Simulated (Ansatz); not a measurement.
Gas-phase electronic energies from Ansatz, PBE0-D4/def2-TZVP geometries. CBS: MP2 limit from def2 TZ/QZ plus the TZ coupled-cluster correction, frozen cores. This one scheme is used for every species. DFT in def2-TZVPP. For Se outer-core shells are correlated without core-valence functions, which leaves a few kJ/mol of doubt a bond. Scalar relativity is left out up to krypton. One conformer a species, not always the lowest.

`CB(O)C=[Se]` + H–F → `CB(O)F` + `C=[Se]`  (ligand exchange at a B–C bond)

`CB(O)C=[Se]`:

Cartesian coordinates in Å:
```
C 1.202 -0.170 0.799
B -0.067 -0.311 -0.100
O -0.455 -1.514 -0.563
C -0.941 0.960 -0.491
Se -2.373 0.833 -1.500
H 1.715 -1.118 0.964
H 0.933 0.254 1.773
H 1.911 0.540 0.357
H -1.261 -1.427 -1.101
H -0.665 1.953 -0.137
```

H–F:

```xyz
2

F    -0.245   -0.266    0.284
H     0.245    0.266   -0.284
```

`CB(O)F`:

Cartesian coordinates in Å:
```
C -0.685 -0.492 0.574
B 0.320 0.401 -0.213
O 1.097 -0.093 -1.205
F 0.435 1.704 0.087
H -1.700 -0.094 0.480
H -0.683 -1.527 0.233
H -0.450 -0.475 1.643
H 1.667 0.575 -1.599
```

`C=[Se]`:

Z-matrix (Å, degrees):
```
C
Se 1 1.741
H 1 1.087 2 121.8
H 1 1.087 2 121.8 3 -180.0
```

```
       level  ΔE (kJ/mol)
         PBE       -119.7
HF/CBS(def2)       -158.1
```

What does CCSD(T)/CBS give? (An estimate is asked.)

Ansatz gave: -117.7 kJ/mol. The listed levels differ from it by -2.0, -40.4 kJ/mol.

Largest T1 diagnostic among the species: 0.015.

In def2-TZVPP, CCSD(T) changes the Hartree–Fock value by +35.1 kJ/mol (the triples alone add +5.7 kJ/mol) and MP2 by +41.4 kJ/mol. The D4 term adds +10.4 kJ/mol with B3LYP and +5.7 kJ/mol with PBE0; it sums over pairs of atoms, weighted by their polarisabilities, and B3LYP, whose exchange is more repulsive, gets the larger term.

B3LYP here is the variant with VWN-RPA as its local correlation; programs differ in this.
